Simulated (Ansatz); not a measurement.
## Molecular dynamics of BF₃H₂O

Input file:

```yaml
crystal:
  periodic: [false, false, false]
  atoms:
    - { symbol: B, position_ang: [0.052301, -0.28497, -0.063015] }
    - { symbol: F, position_ang: [-0.028155, 0.085802, 1.576219] }
    - { symbol: F, position_ang: [1.177009, 0.257976, -0.53998] }
    - { symbol: F, position_ang: [-1.128072, 0.042503, -0.622487] }
    - { symbol: O, position_ang: [0.168217, -1.718772, 0.366573] }
    - { symbol: H, position_ang: [-0.644687, -2.207823, 0.13295] }
    - { symbol: H, position_ang: [0.045187, -1.028316, 1.464339] }
basis:
  gaussian: { orbitals: def2-SVP }
hamiltonian:
  xc: pbe
  dispersion: d4
md:
  timestep: 0.5
  n_steps: 200
  ensemble: nve
  temperature: 300.0
  initial_velocities: maxwell_boltzmann
  seed: 6555
```

Run as:

```bash
$ ansatz run input.yaml --threads 1 --pin off --max-ram 2048MiB --backend cpu --events-out ev --progress --plain --runs-dir out
```

It starts at the highest image of a converged band, a first-order saddle point between two minima.

Output, in part (step lines, the closing report, with atoms numbered from 0):

```
md step     0: t =     0.00 fs  T =   300.0 K  F+E_penalty+E_count = -10891.66198604 eV  E_kin = 0.193890 eV  conserved = -10891.46809605 eV  (25 SCF iters)
[... lines left out ...]
Total energy: -10891.80279311 eV, -400.2663699178 hartree
Atom 0 at     0.047394     0.260364     0.120186 Å, force    -0.668839     0.601874     3.746717 eV/Å
Atom 1 at    -0.109736     0.715136     1.458956 Å, force     0.739858    -0.757782    -2.440222 eV/Å
Atom 2 at     1.244948     0.305916    -0.417164 Å, force    -0.433617    -0.040060    -0.409523 eV/Å
Atom 3 at    -1.114968    -0.111275    -0.387431 Å, force     0.325664    -0.024557    -0.993854 eV/Å
Atom 4 at     0.186486    -2.571460     0.045268 Å, force     0.834979     0.217396     1.147315 eV/Å
Atom 5 at    -0.472586    -2.640327    -0.632531 Å, force    -0.923752    -0.002291    -1.271360 eV/Å
Atom 6 at    -0.354107    -2.776851     0.829985 Å, force     0.125706     0.005420     0.220926 eV/Å
Dipole moment:    -0.334012    -0.271878    -0.129090 e Å
```

The steps, from the saved trajectory:

```csv
time (fs),T (K),potential energy less start (eV),conserved less start (meV/atom)
0,300,0.000,0.00
3,217,0.055,0.18
6,141,0.105,0.33
9,241,0.038,0.01
12,155,0.095,0.19
15,95,0.135,0.32
18,209,0.059,0.03
21,193,0.071,0.23
24,330,-0.017,0.31
27,665,-0.236,0.04
30,913,-0.395,0.17
33,1072,-0.497,0.25
36,1171,-0.563,-0.04
39,944,-0.414,0.29
42,1027,-0.468,0.28
45,1274,-0.630,-0.09
48,994,-0.447,0.27
51,834,-0.343,0.33
54,1042,-0.480,-0.03
57,1018,-0.463,0.23
60,851,-0.354,0.28
63,791,-0.318,0.01
66,778,-0.307,0.28
69,913,-0.395,0.24
72,933,-0.410,-0.06
75,655,-0.227,0.31
78,731,-0.276,0.30
81,986,-0.444,-0.12
84,690,-0.250,0.26
87,522,-0.141,0.35
90,807,-0.329,-0.09
93,688,-0.249,0.21
96,460,-0.101,0.31
99,507,-0.134,0.02
```

The run went to its last step. The conserved energy stayed within 0.5 meV per atom of its start (net change 0.013 meV per atom), so the integration is sound. The kinetic energy rose, since the run started high on the potential surface and went downhill. It ends in pieces (BF3 + H2O), so much of that is their flight and rotation, not heat. A run of 0.1 ps of so small a system gives no equilibrium averages. The orbitals stay closed-shell, which can raise the energy where a bond breaks towards radicals; this wasn't checked here.

Between its relaxed ends the band would form F2–H7 and break B1–F2, O5–H7. These pairs go: F2–H7 1.12 → 3.56 Å, B1–F2 1.68 → 1.42 Å, O5–H7 1.30 → 0.97 Å. In the last frame they stand as before the step (other bonds may differ from the relaxed reactants and products). Also parted: B1–O5 1.50 → 2.84 Å. It ends as BF3 + H2O. Pairs count as bonded within 1.25 times the sum of covalent radii (0.12 Å more for H–H).

Last frame:

```xyz
7
Properties=species:S:1:pos:R:3
B 0.047 0.260 0.120
F -0.110 0.715 1.459
F 1.245 0.306 -0.417
F -1.115 -0.111 -0.387
O 0.186 -2.571 0.045
H -0.473 -2.640 -0.632
H -0.354 -2.777 0.830
```

Run time: 5.8 min on 1 thread of Arm Neoverse V1, on a shared host, peak memory 0.14 GiB.
